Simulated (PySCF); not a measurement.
Spectrum to structure. Level of theory: TDDFT B3LYP/def2-SVPD, vertical, gas phase, core orbitals frozen in the response, def2 core potentials past Kr in PySCF. Geometries: PBE0-D3(BJ)/def2-SVP, one conformer each. Atoms past krypton carry core potentials; spin–orbit coupling is left out.

| state | E (eV) | λ (nm) | f |
| --- | --- | --- | --- |
| S1 | 4.33 | 286.4 | 0.029 |
| S2 | 4.72 | 262.5 | 0.0048 |
| S3 | 4.88 | 253.9 | 0.0016 |
| S4 | 5.33 | 232.4 | 0.012 |
| S5 | 5.66 | 218.9 | 0.023 |
| S6 | 5.74 | 215.8 | 0.024 |
| S7 | 5.93 | 208.9 | 0.0066 |
| S8 | 5.99 | 207.0 | 0.0060 |
| S9 | 6.09 | 203.5 | 0.0066 |
| S10 | 6.15 | 201.7 | 0.011 |

Orbital energies (eV): HOMO-3 -7.73, HOMO-2 -7.51, HOMO-1 -7.39, HOMO -5.98, LUMO -0.88, LUMO+1 -0.47, LUMO+2 -0.30.

Question: Which candidate is it?
A. `C=[CH][Sn]([Br])([CH]=C)[CH]=C`
B. `[CH3][Ge]([CH3])([CH3])[c]1cccnc1`
C. `C[NH][Sn]([CH]=C)([CH]=C)[CH]=C`

Answer: C. Its S1, at 4.33 eV, is the lowest among the candidates; the nearest of the others has S1 at 4.63 eV. S1 is HOMO→LUMO (98%). Löwdin shares by element: HOMO nitrogen 60%, carbon 13% or more, hydrogen 11% or more (atoms not listed hold the other 17%); LUMO carbon 51% or more (atoms not listed hold the other 49%). At the same level the other candidates give, for their lowest levels:
- `C=[CH][Sn]([Br])([CH]=C)[CH]=C`: 5.59 eV (f 0.000); 5.81 eV (f 0.000); 5.87 eV (f 0.002); 5.89 eV (f 0.085); 5.94 eV (f 0.050); T1 4.31 eV; HOMO -7.60, LUMO -0.94 eV
- `[CH3][Ge]([CH3])([CH3])[c]1cccnc1`: 4.63 eV (f 0.004); 4.81 eV (f 0.000); 5.40 eV (f 0.051); 6.00 eV (f 0.120); 6.33 eV (f 0.001); T1 4.03 eV; HOMO -6.94, LUMO -1.01 eV
Triplets come from the Tamm–Dancoff approximation.
